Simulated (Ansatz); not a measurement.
C₈H₁₁IS⁻, that is dimethylphenylsulfonium iodide with one electron more, relaxed as a doublet with UKS PBE0-D4/def2-SVP in Ansatz, starting from the PBE0-D4/def2-SVP geometry of the neutral singlet. Force threshold 0.03 eV/Å.

In the def2 sets I takes a core potential; there is no spin–orbit coupling. The highest occupied level of the relaxed charge -1 doublet lies above zero (up to 0.14 eV). By energy differences its removal costs 1.09 eV (each at its own geometry, to the charge 0 singlet, at PBE0-D4/def2-TZVP). In the doublet geometry the species has come apart into loosely held pieces. The relaxation made no stability test and no search for a lower SCF solution.

Start:

Cartesian coordinates in Å:
```
C 2.2867 0.7302 0.0173
S 1.2026 -0.3619 -0.9204
C 0.5673 0.7016 -2.2286
C -0.2425 -0.3705 0.1882
C -0.6789 -1.6401 0.5639
C -1.7786 -1.7667 1.4125
C -2.4327 -0.6291 1.8781
C -1.9919 0.6394 1.4966
C -0.8941 0.7742 0.6517
H 2.5987 0.1617 0.9038
H 3.1496 0.9075 -0.6437
H 1.7548 1.6474 0.3027
H 1.4221 0.8558 -2.9052
H -0.2213 0.1276 -2.7329
H 0.1700 1.6342 -1.8082
H -0.1572 -2.5266 0.1934
H -2.1220 -2.7601 1.7094
H -3.2948 -0.7282 2.5416
H -2.5059 1.5315 1.8616
H -0.5602 1.7734 0.3617
I 3.7283 -0.7013 -2.8435
```

Estimate the energy that the relaxation releases and the steps that it takes.

0.62 eV, in 12 steps; 1.8 min on 4 threads of Arm Neoverse V2 on a shared host. The force fell under the threshold at step 11, but the optimiser went on. No frequencies were taken in this run, so the end may be a saddle point.

Does the start keep its bonding?

Bonds lost: S2–I21 (atoms count from 1). The end holds 2 separate pieces.

Predict the relaxed structure.


Cartesian coordinates in Å:
```
C 2.3317 0.5740 -0.0866
S 1.0254 -0.5088 -0.7766
C 0.6812 0.5318 -2.2430
C -0.3249 -0.4780 0.2533
C -0.8713 -1.7257 0.7034
C -1.9590 -1.7503 1.5409
C -2.5756 -0.5455 1.9867
C -2.0422 0.6793 1.5469
C -0.9482 0.7425 0.7045
H 2.7021 0.0731 0.8167
H 3.1202 0.6631 -0.8609
H 1.9028 1.5544 0.1618
H 1.6334 0.6254 -2.8035
H -0.0836 0.0020 -2.8248
H 0.3105 1.5136 -1.9184
H -0.4076 -2.6587 0.3690
H -2.3549 -2.7166 1.8685
H -3.4401 -0.5728 2.6530
H -2.5022 1.6160 1.8804
H -0.5602 1.7126 0.3831
I 4.3625 0.6688 -3.3545
```
Bond lengths: 6 × C–C 1.37 to 1.44 Å; 3 × C–S 1.70 to 1.83 Å; 11 × C–H 1.09 to 1.11 Å.
